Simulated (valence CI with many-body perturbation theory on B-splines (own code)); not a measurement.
Values are calculated unless marked as measured or tabulated.
A CI+MBPT run for Ta LI

Level of theory: relativistic CI+MBPT: five valence electrons over a frozen Dirac-Fock core [Ar], a basis of 6 s, 6 p, 5 d, 5 f, 1 g functions for each j, with the one-electron correlation potential Σ1 (second order), the two-electron term Σ2, the three-electron term Σ3, Breit, model QED; selected single and double excitations, second order for the rest, scaled by the run's own slope (own B-spline code, finite nucleus).

Command, and the settings that its task file holds:

```sh
python run_cv.py task.json out
```

```
atom Ta  Z=73  mass_number=181  rms_radius_fm=5.3507
core [Ar]
valence 3d5
avg = 1
basis = S
breit = 1
cap = 10000
capref = 1200
cscale = 1
de = 0.0
dress = 0
eps = 2e-08
extrap = 1
h = 0.27
hh = 1
l2 = 3
lcore = 6
maxit = 60
n2 = 5
natural = 1
nlev = 20
nno = [3, 3, 3, 3, 1]
nroot = 26
nsp = [3, 3, 2, 2, 0]
pt2 = 1
qed = 1
rpa = 1
s1 = 1
s2 = 1
s3 = 1
screen = 0
tol = 2e-05
whole = 1
```

It took 18 s on 1 thread of Intel(R) Xeon(R) 6975P-C (Granite Rapids), with other jobs on the host.

Log. The first blocks belong to the next ion, which gives the ionisation energy. Fields: 2J, parity (1 odd), roots, reference size, generating configurations, candidates as configurations/state functions, variational space P, stored matrix elements, Davidson steps; e2 is the range of second-order energies in hartree. The first line gives the box (bohr), its intervals, the orbitals and the steps of their self-consistent field. Window is the range of levels sought, series limit the energy at which the first omitted orbital would enter, core excitation an estimate of the first excitation out of the core, left out the lowest levels not solved, and shifts from estimates the range by which levels moved from their first estimate, all in cm⁻¹.

```
rmax 2.2 intervals 56 orbitals 40 references ['3d5', '3d4 4s', '3d4 4p'] scf 4 t 0.5
2J=0 par=0 roots 2 ref 17 generators 4 cand 1145/2051 P 564/999 nnz 0 it 0
2J=0 par=0 roots 2 ref 17 generators 4 cand 594/1069 P 1042/1899 nnz 0 it 4
   second order: generators 7 cand 1608/3995 e2 -0.00001 -0.00001
reference levels 556, estimated 32, window 1182092 1/cm; series limit 24263366, core excitation 2459640
2J=5 par=0 roots 7 ref 81 generators 5 cand 1432/16550 P 249/3564 nnz 3.2e+06 it 4
2J=5 par=0 roots 7 ref 81 generators 5 cand 1368/15548 P 764/9993 nnz 2.2e+07 it 6
   second order: generators 6 cand 2020/44029 e2 -0.00183 -0.00067
2J=7 par=0 roots 6 ref 72 generators 3 cand 1423/16823 P 194/3558 nnz 3.4e+06 it 4
2J=7 par=0 roots 6 ref 72 generators 3 cand 1376/15827 P 644/9987 nnz 2.4e+07 it 5
   second order: generators 4 cand 2093/46144 e2 -0.00199 -0.00119
2J=11 par=0 roots 3 ref 35 generators 3 cand 1199/10531 P 264/3534 nnz 3.3e+06 it 4
2J=11 par=0 roots 3 ref 35 generators 3 cand 1136/9527 P 947/9995 nnz 2.3e+07 it 5
   second order: generators 3 cand 453/3066 e2 -0.00022 -0.00016
2J=3 par=0 roots 5 ref 67 generators 3 cand 1431/12870 P 268/3575 nnz 3.4e+06 it 4
2J=3 par=0 roots 5 ref 67 generators 3 cand 1353/11849 P 925/9998 nnz 2.2e+07 it 5
   second order: generators 5 cand 1863/32859 e2 -0.00051 -0.00035
2J=9 par=0 roots 4 ref 56 generators 3 cand 1351/14477 P 218/3527 nnz 3.4e+06 it 4
2J=9 par=0 roots 4 ref 56 generators 3 cand 1294/13489 P 741/9994 nnz 2.4e+07 it 5
   second order: generators 3 cand 771/7022 e2 -0.00087 -0.00051
2J=1 par=0 roots 3 ref 39 generators 3 cand 1216/6101 P 513/3551 nnz 3.1e+06 it 4
2J=1 par=0 roots 3 ref 39 generators 3 cand 1046/5087 P 1415/8307 nnz 1.4e+07 it 5
   second order: generators 3 cand 144/331 e2 -0.00000 -0.00000
2J=13 par=0 roots 1 ref 18 generators 1 cand 877/6181 P 368/3517 nnz 3.7e+06 it 4
2J=13 par=0 roots 1 ref 18 generators 1 cand 748/5180 P 940/7723 nnz 1.5e+07 it 5
   second order: generators 1 cand 176/974 e2 -0.00001 -0.00001
left out: unestimated 1730898, estimated 1557483, shifts from estimates -460 to 655
operators 1.0
```

The Davidson iterations converged.

The last digits are not significant, and no measured levels were compared; by estimate large intervals hold to a few tenths of a per cent, small ones and those within an open d or f shell to about a per cent. Among the levels kept, up to 410 cm⁻¹ of a level comes from second order outside the variational space, and about a tenth of that is noise between levels of different J, which matters for small intervals. Only levels of the ground parity were solved; by the run's estimate the other parity begins above the list, which can be wrong where configurations are misplaced.

```
Valence energy                            : -894.6954 hartree
Ionisation energy                         : 4537.7 eV (NIST: 4537 ± 4 eV (theoretical))
Reference configurations for the orbitals : 3d5, 3d4 4s, 3d4 4p
Radial orbitals                           : 40
Box radius                                : 2.247 bohr
Largest variational space                 : 9998
Lowest levels                             : (3d3/2^4 3d5/2) J=5/2 0, (3d3/2^3 3d5/2^2) J=5/2 [a] 436720, (3d3/2^3 3d5/2^2) J=7/2 [a] 529930, (3d3/2^3 3d5/2^2) J=11/2 540510, (3d3/2^3 3d5/2^2) J=3/2 [a] 544380, (3d3/2^3 3d5/2^2) J=9/2 584090, (3d3/2^3 3d5/2^2) J=5/2 [b] 613140, (3d3/2^3 3d5/2^2) J=1/2 640710, (3d3/2^3 3d5/2^2) J=7/2 [b] 649320, (3d3/2^3 3d5/2^2) J=3/2 [b] 781950, (3d3/2^2 3d5/2^3) J=5/2 [a] 958860, (3d3/2^2 3d5/2^3) J=7/2 [a] 1027200, (3d3/2^2 3d5/2^3) J=11/2 1030900, (3d3/2^2 3d5/2^3) J=9/2 [a] 1047000 cm⁻¹
```

Levels are named by their leading jj configuration (3d3/2^4 stands for four electrons in 3d with j = 3/2), which in mixed levels can hold well under half, so a name can repeat and another be missing. Letters in brackets count levels of one name in rising energy.
